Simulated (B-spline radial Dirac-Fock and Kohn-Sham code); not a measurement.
Two-hole binding energies of Ta³⁺

System: Ta³⁺ in the configuration 1s2 2s2 2p6 3s2 3p6 3d10 4s2 4p6 4d10 4f14 5s2 5p6 5d2.

The run's input, task.json:

```json
{"items": [{
  "Z": 73,
  "q": 3,
  "cfg": [[1, 0, 2], [2, 0, 2], [2, 1, 6], [3, 0, 2], [3, 1, 6], [3, 2, 10], [4, 0, 2], [4, 1, 6], [4, 2, 10], [4, 3, 14], [5, 0, 2], [5, 1, 6], [5, 2, 2]],
  "A": 181,
  "rrms": 5.3507,
  "do": ["binding", "quiet", "double"]
}]}
```

Command: `python xray_run.py task.json out`

Calculated with an atomic code on a B-spline grid, using multi-electron Dirac-Fock with separately optimised hole states, Breit and Lamb-shift corrections added in first order. U is the two-hole binding energy less the two single-hole energies, the effective repulsion of the holes after relaxation. Each two-hole energy is an average over J within one jj subconfiguration.

```
          holes  E(a) (eV)  E(b) (eV)  E(ab) (eV)  U (eV)
   1s⁻¹ 2p3/2⁻¹    67447.7     9918.1     77695.6   329.8
   1s⁻¹ 3p1/2⁻¹    67447.7     2509.2     70074.6   117.7
   1s⁻¹ 3p3/2⁻¹    67447.7     2235.3     69784.3   101.3
   1s⁻¹ 3d5/2⁻¹    67447.7     1772.3     69313.2    93.2
        2p3/2⁻²     9918.1     9918.1     20064.0   227.8
   2s⁻¹ 3p1/2⁻¹    11725.3     2509.2     14324.0    89.5
   2p1/2⁻¹ 3s⁻¹    11174.0     2752.0           ?       ?
2p3/2⁻¹ 3p1/2⁻¹     9918.1     2509.2     12519.2    91.9
3p1/2⁻¹ 3p3/2⁻¹     2509.2     2235.3      4803.0    58.5
        3d3/2⁻²     1830.7     1830.7      3731.0    69.6
4d3/2⁻¹ 4d5/2⁻¹      280.3      268.8       576.8    27.7
        5p1/2⁻²      80.65      80.65       178.7    17.4
5p1/2⁻¹ 5p3/2⁻¹      80.65      71.65       168.2    15.9
        4f7/2⁻²      59.92      59.92       144.6    24.8
```

Task: Give the missing two-hole energy and U.

Result: E(ab) = 14011.6 eV and U = 85.6 eV.
